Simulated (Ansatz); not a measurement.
Input and output for C$_{2}$H$_{7}$BO$_{2}$, SMILES `CCB(O)O`.

```yaml
crystal:
  periodic: [false, false, false]
  atoms:
    - {symbol: C, position_ang: [-0.948026, 0.673134, 0.750941]}
    - {symbol: C, position_ang: [0.385254, 0.203409, 0.401999]}
    - {symbol: B, position_ang: [0.656648, -0.461922, -0.455066]}
    - {symbol: O, position_ang: [-0.333132, -1.231125, -1.263603]}
    - {symbol: O, position_ang: [1.843080, -0.904493, -0.991781]}
    - {symbol: H, position_ang: [-1.086443, 1.509774, 1.521279]}
    - {symbol: H, position_ang: [-1.396706, 1.423069, -0.264651]}
    - {symbol: H, position_ang: [-1.499452, 0.303376, 1.069986]}
    - {symbol: H, position_ang: [0.924470, 0.090044, 1.185836]}
    - {symbol: H, position_ang: [0.984545, 1.538370, 0.175755]}
    - {symbol: H, position_ang: [-1.190828, -1.231871, -1.097280]}
    - {symbol: H, position_ang: [1.923049, -1.789840, -1.413731]}
basis:
  gaussian: {orbitals: "6-311G**", final_grid: {core_spheres: 5, valence_spheres: 4, degree: 11}}
hamiltonian: {xc: {name: SPW92}}
output: {forces: true}
```

```sh
$ ansatz run in.yaml --threads 4 --pin off --events-out ev --progress --plain --max-ram 10444MiB
```

Shortened log:

```
Error: <dir> can't be read: No such file or directory (os error 2)
```
